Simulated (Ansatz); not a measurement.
Two structures of AlNH4F2, closed shell, reached by relaxing down either side of one saddle point (PBE0-D4/def2-TZVP). Energies are electronic, without zero-point energy. Ansatz 0.2.0; basis: def2-TZVPP and def2-QZVPP; cores frozen in the correlated methods. Extrapolation: Hartree–Fock as exp(−7.88 √X), correlation as X^−2.97. First:

```
8
angstrom
Al -0.8278 -0.6159 -0.1358
H -1.7959 0.0627 -1.1839
F 0.0319 -1.9574 -0.6306
F -1.3021 -0.6257 1.4637
H 0.7152 1.4671 -0.4924
N 0.7568 0.6311 0.0808
H 1.6043 0.1236 -0.1565
H 0.8177 0.9145 1.0546
```

Second:

| atom | x (Å) | y (Å) | z (Å) |
| --- | --- | --- | --- |
| Al1 | -0.2239 | -0.6339 | 0.2617 |
| H2 | -1.5719 | 0.3959 | -1.2628 |
| F3 | -0.1758 | -1.8634 | -0.8286 |
| F4 | -1.5196 | -0.5242 | 1.2676 |
| H5 | -0.9957 | 0.8801 | -1.2001 |
| N6 | 1.1788 | 0.3852 | 0.5100 |
| H7 | 2.0474 | 0.2885 | 0.0116 |
| H8 | 1.2607 | 1.0720 | 1.2406 |

(1) Which bonds change from the first to the second?

(2) Give the saddle point's structure and its height above each. (An estimate is asked for; the value comes from the calculation.)

No T1 diagnostic of these runs exceeds 0.013.

## Answers

(1) AlHF₂ ([F][AlH][F]) + NH₃ → AlNH₂F₂ ([NH2][Al]([F])[F]) + H₂; bonds formed: H2–H5; dative contacts that become bonds: Al1–N6; bonds broken: Al1–H2, H5–N6.

(2) The calculation gives: 153.6 kJ/mol above the first and 87.7 kJ/mol above the second (CCSD(T) at an estimated basis limit (MP2 extrapolated from triple and quadruple zeta, plus CCSD(T) − MP2 in triple zeta)).
Al1  (-0.530, -0.697, 0.105)
H2  (-1.090, 0.542, -1.047)
F3  (-0.191, -2.067, -0.738)
F4  (-1.554, -0.708, 1.392)
H5  (-0.204, 0.856, -0.679)
N6  (0.854, 0.540, 0.203)
H7  (1.753, 0.373, -0.230)
H8  (0.963, 1.161, 0.994)
(Å)

The step is the kind of exchange with an N–H group that builds nitride films in atomic layer and chemical vapour deposition.

Labels in which every atom is bracketed show which atoms are joined, not bond orders.

For scale, one of the runs: CCSD(T)/def2-TZVPP, 191 basis functions, launched by `ansatz run in.yaml --threads 2 --pin off --events-out ev --progress --plain --max-ram 4352MiB`. The run took 64 s on 2 CPU threads of an Arm Neoverse V1 (shared host), with 2.2 GiB of host memory at its peak.
